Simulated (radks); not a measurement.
Radial electron density D(r) = 4 pi r^2 rho(r) of an atom or ion with 37 electrons. Calculated with a radial shooting solver on a logarithmic mesh with Libxc functionals: scalar-relativistic Kohn-Sham, LDA (Slater exchange, Perdew-Wang correlation), spin-polarised, spherical densities, finite nucleus; Fermi nuclear charge, rms radius of each element as measured or else 0.836 A^(1/3) + 0.57 fm.

| r (bohr) | D(r) (e/bohr) | spin D(r) |
|---|---|---|
| 0.008428 | 18.60 | 0 |
| 0.01013 | 23.39 | -1.19e-07 |
| 0.01218 | 28.68 | -1.60e-07 |
| 0.01464 | 34.15 | -2.19e-07 |
| 0.01745 | 39.06 | -3.01e-07 |
| 0.02098 | 43.21 | -4.33e-07 |
| 0.02522 | 45.67 | -6.43e-07 |
| 0.03031 | 45.98 | -9.76e-07 |
| 0.03644 | 44.20 | -0.00000149 |
| 0.04345 | 41.36 | -0.00000221 |
| 0.05222 | 38.81 | -0.00000323 |
| 0.06277 | 38.61 | -0.00000443 |
| 0.07546 | 41.90 | -0.00000556 |
| 0.0907 | 47.93 | -0.00000613 |
| 0.1082 | 53.54 | -0.00000563 |
| 0.13 | 55.44 | -0.00000378 |
| 0.1563 | 51.07 | -0.00000120 |
| 0.1878 | 42.17 | 3.34e-07 |
| 0.2258 | 34.07 | -0.00000135 |
| 0.2692 | 31.71 | -0.00000651 |
| 0.3236 | 34.99 | -0.0000129 |
| 0.389 | 38.93 | -0.0000151 |
| 0.4676 | 37.60 | -0.0000100 |
| 0.562 | 29.79 | -0.00000183 |
| 0.6756 | 19.45 | -3.76e-07 |
| 0.8056 | 11.75 | -0.0000121 |
| 0.9683 | 7.867 | -0.0000348 |
| 1.164 | 6.874 | -0.0000541 |
| 1.399 | 6.379 | -0.0000543 |
| 1.682 | 5.139 | -0.0000294 |
| 2.005 | 3.436 | 0.0000137 |
| 2.41 | 1.802 | 0.0000770 |
| 2.897 | 0.7374 | 0.000179 |
| 3.483 | 0.2290 | 0.000381 |
| 4.186 | 0.05231 | 0.000821 |
| 4.992 | 0.01046 | 0.00171 |
| 6 | 0.004488 | 0.00358 |
| 7.212 | 0.006957 | 0.00690 |
| 8.669 | 0.01109 | 0.0111 |
| 10.42 | 0.01307 | 0.0131 |
| 12.43 | 0.009343 | 0.00934 |
| 14.94 | 0.001988 | 0.00199 |
| 17.95 | 0.0009718 | 0.000972 |
| 21.58 | 0.01214 | 0.0121 |
| 25.94 | 0.01931 | 0.0193 |
| 31.18 | 0.005708 | 0.00571 |
| 37.18 | 0.0009855 | 0.000985 |
| 44.69 | 0.02578 | 0.0258 |
| 53.72 | 0.04086 | 0.0409 |
| 64.57 | 0.009398 | 0.00940 |
| 77.62 | 0.0003796 | 0.000380 |

What is the nuclear charge?

Answer. Z = 37. The innermost maximum, from 1s, lies near gamma/Z bohr with gamma = sqrt(1 - (Z/c)^2) = 0.963, here 0.026 bohr (found: 0.0284), and its height grows with Z. The density is that of neutral rubidium in [Kr] 6f1; the configuration itself is not fixed sharply by these data, and Z only to a few units. D(r) has 6 maxima, at r = 0.0284, 0.126, 0.411, 10.3, 25.1, 51.2 bohr, and minima at 0.0579, 0.263, 5.95 bohr, inside which lie 2.05, 11.03, 36.00 electrons.
